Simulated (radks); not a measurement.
Task: All-electron atom: the copper ion Cu3+ in [Ar] 3d5.5 4s2 4p0.5 (fractional occupations, a model configuration). Calculated with a radial shooting solver on a logarithmic mesh with Libxc functionals: non-relativistic Kohn-Sham, PBE, spin-unpolarised, spherical densities, point nucleus. Some entries of the table are withheld. Estimate them.

orbital,occ.,eigenvalue (hartree),<r^2> (bohr^2),<r> (bohr)
1s,2,-324.1673,0.003752,0.05291
2s,2,-41.09241,0.06711,0.2386
2p,6,-36.36815,0.05292,(1)
3s,2,-6.67279,(2),0.6987
3p,6,-5.17920,(3),(4)
3d,5.5,-2.64934,0.7133,0.7603
4s,2,-1.51994,4.108,(5)
4p,0.5,(6),5.214,2.145

Result: 
(1) 2p <r> (bohr): 0.2078
(2) 3s <r^2> (bohr^2): 0.5609
(3) 3p <r^2> (bohr^2): 0.5985
(4) 3p <r> (bohr): 0.7154
(5) 4s <r> (bohr): 1.909
(6) 4p eigenvalue (hartree): -1.17462
